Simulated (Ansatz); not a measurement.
This geometry of CH4MgSe (7 atoms, charge 0, multiplicity 1) is a first-order saddle point.

The calculation used RKS revPBE-D4/def2-SVPD in Ansatz 0.2.0.

```xyz
7
Properties=species:S:1:pos:R:3
C -0.383 0.274 -0.611
Se -0.669 0.206 1.652
Mg 1.287 -0.811 0.132
H -1.280 -0.197 -1.055
H -0.293 1.340 -0.900
H -1.380 0.910 0.467
H 2.719 -1.722 0.316
```

(1) Which two structures does it join? (They come from a converged band through this point; their orientation in space is the band's.)

(2) How far does it lie above each of them?

## Answers

(1) Bonds broken: C1–H6. Bonds formed: C1–Mg3, Se2–H6.

Image 0:

```xyz
7
Properties=species:S:1:pos:R:3
C -1.001 0.659 -0.307
Se -0.338 0.016 1.470
Mg 1.688 -1.129 0.641
H -1.275 -0.188 -0.961
H -0.258 1.304 -0.807
H -1.907 1.257 -0.103
H 3.092 -1.919 0.066
```

Image 10:

```xyz
7
Properties=species:S:1:pos:R:3
C -0.225 0.164 -0.412
Se -1.104 0.551 1.317
Mg 1.532 -0.966 -0.017
H -0.940 -0.385 -1.059
H 0.021 1.127 -0.904
H -2.245 1.380 0.822
H 2.962 -1.872 0.253
```

(2) 2.38 eV above the first and 1.04 eV above the second. This is the barrier of this one path; another mechanism may lie lower. The orbitals stay closed-shell, which can raise the energy where a bond breaks towards radicals; this wasn't checked here.

Time of the run: 5.9 min on 2 threads of Arm Neoverse V1 (shared host), peak memory 0.16 GiB.
